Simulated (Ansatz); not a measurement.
Cost against result

Saddle point of Ge4NH15O, singlet (Ge₃NH₁₀ ([NH3][GeH]([GeH3])[GeH3]) + GeH₃ + H₂O → Ge₃NH₉ ([NH2][GeH]([GeH3])[GeH3]) + GeH₄ + H₂O; bonds formed: Ge2–H8, H6–O9; bonds broken: H6–N7, H8–O9), PBE0-D4/def2-TZVP structure:

```xyz
21
angstrom
Ge -1.5531 0.1178 0.0826
Ge 2.3603 -0.3735 -0.6781
Ge -0.8657 -0.7804 2.2332
Ge -1.4900 -1.4172 -1.8026
H -2.9482 0.7739 0.1916
H 0.3648 1.7898 0.5680
N -0.4509 1.6655 -0.3252
H 1.8462 0.7938 0.7429
O 1.2706 1.5766 1.4463
H 2.2245 -1.9233 -0.5445
H 1.4046 -0.1448 -1.9294
H 3.7403 -0.2190 -1.3861
H -0.9391 0.3105 3.3069
H -1.9065 -1.8733 2.5481
H 0.5283 -1.3965 2.1374
H -2.8644 -2.1099 -1.8334
H -0.3824 -2.4545 -1.6229
H -1.3020 -0.6180 -3.1006
H -1.0112 2.4943 -0.4893
H 0.1085 1.4741 -1.1555
H 1.8655 2.3141 1.6109
```

Barriers are electronic and count from the start structure reached by relaxing down the imaginary mode.

Computed with Ansatz 0.2.0 (basis: as named in each row); correlated methods freeze the cores. Filled d shells of the heavier atoms are correlated. The def2 sets are not built for correlating such inner shells, so the correlated values are less sure here. B3LYP uses VWN-RPA correlation. Extrapolation: Hartree–Fock as exp(−7.88 √X), correlation as X^−2.97.

Times are rough, for one single point on 11 threads of a shared host (AMD EPYC 7R13), with one NVIDIA H100 (or a share of it) where marked.

The estimate by CCSD(T) at an estimated basis limit (MP2 extrapolated from triple and quadruple zeta, plus CCSD(T) − MP2 in triple zeta) is 30.0 kJ/mol.

| method | basis | time (s) | barrier (kJ/mol) | method less estimate |
| --- | --- | --- | --- | --- |
| HF | STO-3G | under 1 | -97.1 | -127.1 |
| PBE-D4 | STO-3G | 1 | -163.2 | -193.2 |
| SPW92 | def2-SVP | 2 | -5.1 | -35.1 |
| PBE-D4 | def2-SVP | 2 | 5.9 | -24.1 |
| B3LYP-D4 | 6-31G | 3 | 7.3 | -22.7 |
| r2SCAN-D4 | def2-TZVPP | 3 (H100) | 12.8 | -17.2 |
| PBE0-D4 | def2-TZVPP | 4 (H100) | 20.8 | -9.2 |
| BLYP-D4 | def2-TZVPP | 4 (H100) | 16.9 | -13.1 |
| B3LYP-D4 | def2-TZVPP | 4 (H100) | 22.8 | -7.2 |
| SPW92 | def2-TZVPP | 4 (H100) | 1.1 | -28.9 |
| BHLYP-D4 | def2-TZVPP | 4 (H100) | 34.2 | 4.2 |
| PBE-D4 | def2-TZVPP | 4 (H100) | 12.4 | -17.6 |
| PBE0-D4 | def2-SVP | 5 | 15.4 | -14.6 |
| PBE-QIDH | def2-TZVPP | 5 (H100) | 24.1 | -5.9 |
| RPA on PBE | def2-TZVPP | 5 (H100) | 22.3 | -7.7 |
| CCSD(T) | def2-SVP | 6 (H100) | 28.2 | -1.8 |
| B97M-V | def2-TZVPP | 6 (H100) | 25.9 | -4.1 |
| r2SCAN0-D4 | def2-TZVPP | 6 (H100) | 21.0 | -9.0 |
| wB97X-V | def2-TZVPP | 6 (H100) | 22.5 | -7.5 |
| B2PLYP | def2-TZVPP | 6 (H100) | 22.2 | -7.8 |
| CAM-B3LYP-D4 | def2-TZVPP | 6 (H100) | 20.8 | -9.2 |
| wB97M-V | def2-TZVPP | 8 (H100) | 30.0 | 0.0 |
| MP2 | def2-QZVPP | 10 (H100) | 21.5 | -8.5 |
| wB97M-V | def2-SVP | 11 | 23.4 | -6.6 |
| CCSD(T) | def2-TZVPP | 35 (H100) | 26.9 | -3.1 |

All methods are single points on the PBE0-D4 structures; a negative value means that the method puts the saddle structure below the start.

No T1 diagnostic of these runs exceeds 0.013.

Labels in which every atom is bracketed show which atoms are joined, not bond orders.
